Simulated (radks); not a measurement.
Values are calculated unless marked as measured or tabulated.
Exchange energies: the exact (Fock) value of the Kohn-Sham orbitals and density-functional approximations, as 100 (|E| - |E exact|)/|E exact|, negative where the magnitude is too small. Species: Co26+ 1s1; Sn2+ [Kr] 4d10 5s2; S+ [Ne] 3s2 3p3. Code: a radial shooting solver on a logarithmic mesh with Libxc functionals. Model: non-relativistic Kohn-Sham, exchange-only PBE, spin-polarised, spherical densities, point nucleus. Every spin shell is full or empty, so the densities are truly spherical. Functionals are evaluated on that one density, not self-consistently.

functional          Co26+      Sn2+        S+
exact (hartree)  -8.43113  -158.219  -24.7405
LDA                -14.22     -4.85     -7.97
PBEsol              -6.33     -2.26     -3.49
revPBE              -0.62     -0.27     -0.12
OPTX                -0.60     +1.25     +0.05
AM05               -11.01     -4.51     -6.96
G96                 -0.40     +0.36     +0.07
TPSS                +0.01     -0.27     +0.22
r2SCAN              +0.01     -0.09     +0.02
MS2                 +0.01     -0.57     +0.11
MVS                 +0.01     +0.08     -0.21
